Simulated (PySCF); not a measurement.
CH4Si, SMILES C=[SiH2].

Geometry: B3LYP-D3(BJ)/def2-TZVP.

Method: TDDFT-B3LYP/def2-TZVPD (PySCF).

Vertical excitations.  State labels are in the subgroup C2v.

```csv
state,symmetry,energy (eV),λ (nm),f,main pairs
S1,A1,5.00,248,0.238,HOMO→LUMO 98 %
S2,B1,5.62,221,0.087,"HOMO→LUMO+1 82 %, HOMO→LUMO+2 13 %"
S3,B1,5.83,213,0.015,"HOMO→LUMO+2 85 %, HOMO→LUMO+1 14 %"
S4,B1,6.32,196,0.146,HOMO→LUMO+3 93 %
S5,A2,6.77,183,0.000,HOMO→LUMO+4 86 %
S6,B1,6.99,177,0.008,HOMO−2→LUMO 95 %
S7,A2,7.14,174,0.000,HOMO−1→LUMO 85 %
S8,B1,7.23,172,0.025,HOMO→LUMO+5 96 %
S9,A2,7.30,170,0.000,HOMO→LUMO+7 91 %
S10,B2,7.40,167,0.116,HOMO→LUMO+6 98 %
T1,A1,2.67,464,0,HOMO→LUMO 98 %
T2,B1,5.04,246,0,"HOMO→LUMO+1 70 %, HOMO→LUMO+2 21 %"
T3,B1,5.55,224,0,"HOMO→LUMO+2 62 %, HOMO→LUMO+1 27 %, HOMO→LUMO+3 11 %"
T4,B1,6.14,202,0,"HOMO→LUMO+3 84 %, HOMO→LUMO+2 15 %"
```
Triplets are in the Tamm–Dancoff approximation, which puts them higher than full response would, so one can lie above its singlet here.
